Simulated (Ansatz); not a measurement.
FH5OSi2 can be A, `F[SiH2]O[SiH3]`, or B, `O[SiH2][SiH2]F`.

Isolated molecules relaxed with PBE0-D4/def2-TZVP in Ansatz; ΔE leaves out vibrations. CBS: MP2 limit from def2 TZ/QZ plus the TZ coupled-cluster correction, frozen cores. This one scheme is used for every species. Functionals use def2-TZVPP. B3LYP here is the variant with VWN-RPA as its local correlation; programs differ in this. One conformer a species, not always the lowest.

A:

Z-matrix (Å, degrees):
```
Si
O 1 1.616
F 1 1.594 2 109.6
H 1 1.480 2 110.5 3 117.7
H 1 1.476 2 108.7 3 -117.5
Si 2 1.641 1 148.9 3 -67.9
H 6 1.483 2 109.6 1 90.2
H 6 1.486 2 109.9 1 -30.3
H 6 1.482 2 108.1 1 -150.1
```

B:

```xyz
9

O    -0.865    1.422   -0.978
Si   -0.926    0.059   -0.044
Si    1.320   -0.501    0.349
F     1.356   -1.821    1.268
H    -1.691    1.819   -1.257
H    -1.638   -1.052   -0.740
H    -1.646    0.303    1.239
H     2.043    0.576    1.074
H     2.047   -0.807   -0.911
```

(1) Which isomer does CCSD(T)/CBS put lower? Give the gap. (Best estimate.)

(2) Give E(B) − E(A) in kcal/mol with CCSD/def2-TZVPP, r2SCAN-D4, MP2/def2-TZVPP, B3LYP, B2PLYP, HF/def2-TZVPP, B3LYP-D4. (An estimate is asked.)

Largest T1 diagnostic: 0.012.

Answers

(1) Computed: A, by 35.4 kcal/mol.

(2) The calculation gave: CCSD/def2-TZVPP 36.4, r2SCAN-D4 33.9, MP2/def2-TZVPP 37.5, B3LYP 34.6, B2PLYP 36.1, HF/def2-TZVPP 41.0, B3LYP-D4 34.7. None reverses the order clearly.

In def2-TZVPP, CCSD(T) changes the Hartree–Fock value by −5.3 kcal/mol (the triples alone add −0.7 kcal/mol) and MP2 by −3.5 kcal/mol. From PBE to PBE0 (25 % exact exchange), in def2-TZVPP and without D4, E(B) − E(A) moves by +2.4 kcal/mol.
